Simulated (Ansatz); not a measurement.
Consider the substitution at a C–B bond: `CB(C)F` + `CB(O)O` → `COB(C)O` + `CBF`.

Computed with Ansatz on PBE0-D4/def2-TZVP structures; ΔE is electronic, products minus reactants. CCSD(T)/CBS is the MP2 limit (def2-TZVPP, def2-QZVPP) plus CCSD(T) − MP2 in def2-TZVPP, frozen cores. This one scheme is used for every species. Functionals use def2-TZVPP. B3LYP here is the variant with VWN-RPA as its local correlation; programs differ in this. HSE06 is defined as in plane-wave codes. Each species was taken in one conformer, which may not be the lowest.

| level | ΔE (kJ/mol) | difference from CCSD(T)/CBS |
| --- | --- | --- |
| LDA (SPW92) | 99.3 | 2.3 |
| PBE-D4 | 96.9 | -0.1 |
| revPBE-D4 | 94.9 | -2.1 |
| BLYP-D4 | 89.3 | -7.7 |
| r2SCAN-D4 | 99.3 | 2.3 |
| B97M-V | 101.7 | 4.7 |
| PBE0-D4 | 98.3 | 1.3 |
| B3LYP-D4 | 91.3 | -5.7 |
| r2SCANh-D4 | 99.6 | 2.6 |
| r2SCAN0-D4 | 99.9 | 2.9 |
| HSE06-D4 | 98.3 | 1.3 |
| BHLYP-D4 | 91.2 | -5.8 |
| CAM-B3LYP-D4 | 91.3 | -5.7 |
| ωB97X-V | 91.7 | -5.3 |
| ωB97M-V | 96.7 | -0.3 |
| B2PLYP | 94.2 | -2.8 |
| PBE-QIDH | 99.4 | 2.4 |
| PBE | 97.8 | 0.8 |
| revPBE | 97.6 | 0.6 |
| r2SCAN | 99.6 | 2.6 |
| PBE0 | 99.1 | 2.1 |
| B3LYP | 92.7 | -4.3 |
| r2SCANh | 100.0 | 3.0 |
| HSE06 | 99.1 | 2.1 |
| BHLYP | 92.2 | -4.8 |
| LC-ωPBE | 98.4 | 1.4 |
| RPA@PBE/def2-TZVPP | 85.3 | -11.7 |
| HF/def2-SVP | 82.7 | -14.3 |
| MP2/def2-SVP | 92.1 | -4.9 |
| CCSD(T)/def2-SVP | 85.5 | -11.5 |
| HF/def2-TZVPP | 85.8 | -11.2 |
| MP2/def2-TZVPP | 99.4 | 2.4 |
| CCSD/def2-TZVPP | 94.6 | -2.4 |
| CCSD(T)/def2-TZVPP | 94.7 | -2.3 |
| HF/def2-QZVPP | 85.3 | -11.7 |
| MP2/def2-QZVPP | 100.5 | 3.5 |
| SCS-MP2/def2-QZVPP | 93.7 | -3.3 |
| HF/CBS(def2) | 85.2 | -11.8 |
| MP2/CBS(def2) | 101.7 | 4.7 |
| CCSD/CBS(def2) | 96.9 | -0.1 |
| CCSD(T)/CBS | 97.0 | 0 |

Question: What do rigid-rotor, harmonic-oscillator terms from PBE0-D4/def2-TZVP frequencies (298.15 K, 1 bar) make of the CCSD(T)/CBS value? (Best estimate.)

Answer: Ansatz gave: ΔZPE = +0.4 kJ/mol, ΔH = +97.2 kJ/mol, ΔS = -3 J/(mol·K), ΔG = +98.0 kJ/mol. Modes under 50 cm⁻¹ make the entropy rough.

Largest T1 diagnostic among the species: 0.012.

At CCSD(T), def2-SVP lies −11.5 kJ/mol from the extrapolated value and def2-TZVPP −2.3 kJ/mol. In def2-TZVPP, CCSD(T) changes the Hartree–Fock value by +8.9 kJ/mol (the triples alone add +0.1 kJ/mol) and MP2 by +13.6 kJ/mol. Leaving LDA and LC-ωPBE aside and taking each functional with its dispersion term where it has one, the values spread over 12.4 kJ/mol, from BLYP-D4 to B97M-V.
